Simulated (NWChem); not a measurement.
System: CH6OSi2, singlet; SMILES CO[Si][SiH3]

```xyz
10

Si     0.8526    -0.1624     0.5801
O     -0.3864    -1.0626    -0.1006
C     -0.4162    -2.4672    -0.1605
H     -1.3100    -2.8390     0.3651
H     -0.4795    -2.7894    -1.2119
H      0.4814    -2.9225     0.2979
Si    -0.2573     1.9300     0.0612
H      0.5227     3.1292     0.5103
H     -1.6012     1.9835     0.7263
H     -0.4701     2.0512    -1.4191
```
Atoms are numbered in this order, from 1.

Results from NWChem. Pople sets run with spherical d functions. Low-valent species are run as closed-shell singlets; no triplet was tried in these runs. All runs use the structure optimised with PBE0/def2-SVP. B3LYP is NWChem's, with the RPA form of VWN correlation. GIAO values for the isolated, static molecule; σ is the absolute isotropic shielding, δ = σ(reference) − σ with the isolated reference molecule computed at the same levels (13C: tetramethylsilane, 1H: tetramethylsilane, 17O: water, 29Si: tetramethylsilane).

For level LDA (Slater exchange, VWN5)/pcSseg-1:

- δ Si1 (ppm): 694.0
- δ O2 (ppm): 459.5
- δ C3 (ppm): 70.9
- δ H4 (rotor mean) (ppm): 5.08
- δ Si7 (ppm): -117.7
- δ H8 (rotor mean) (ppm): 3.43

Q: What are these values for level B3LYP/6-31G*?

A: The δ Si1 (ppm) is 627.2 and the δ O2 (ppm) is 369.4. The δ C3 (ppm) is 62.3 and the δ H4 (rotor mean) (ppm) is 4.79. The δ Si7 (ppm) comes out as -73.5 and the δ H8 (rotor mean) (ppm) is 3.21.
